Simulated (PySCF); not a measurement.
Compound: C2H5FSSi.
SMILES: `CC(=S)[SiH2]F`

Level of theory: MP2 and CCSD/aug-cc-pVDZ in PySCF, restricted Hartree–Fock reference, frozen core, non-relativistic, gas phase, PBE0-D3(BJ)/def2-SVP geometry.

E(HF) = -864.61078 Eh.

Task: How large is the problem?

Result: 168 basis functions and 56 electrons; 13 orbitals frozen, which leaves o = 15 correlated occupied and v = 140 virtual orbitals. That is o·v = 2100 singles and o·v(o·v + 1)/2 = 2206050 distinct closed-shell doubles amplitudes before symmetry; the costliest CCSD step grows as o²v⁴ = 8.6 × 10^10.

Task: What are the MP2 and CCSD correlation energies?

Result: MP2 -0.7327 Eh and CCSD -0.7806 Eh, which gives totals of -865.34351 and -865.39138 Eh. That is 0.708 eV for each correlated electron at CCSD (2049 kJ/mol in all, 0.090 % of the total energy); MP2 gives 93.9 % of the CCSD value.

Task: What is the T1 diagnostic?

Result: 0.0163, below the customary warning level of 0.02. It is the norm of the spatial-orbital singles amplitudes over the root of the number of correlated electrons, so the norm is 0.089.

Task: How does correlation change the dipole moment?

Result: HF gives 1.11 D and CCSD (unrelaxed density) 0.82 D, a change of -0.29 D; the two vectors are 23° apart.

Connected triples and the basis-set limit are missing.

The values belong to the conformer `[CH3:1][C:2](=[S:3])[SiH2:4][F:5]`: C1–C2–Si4–F5 -1°.
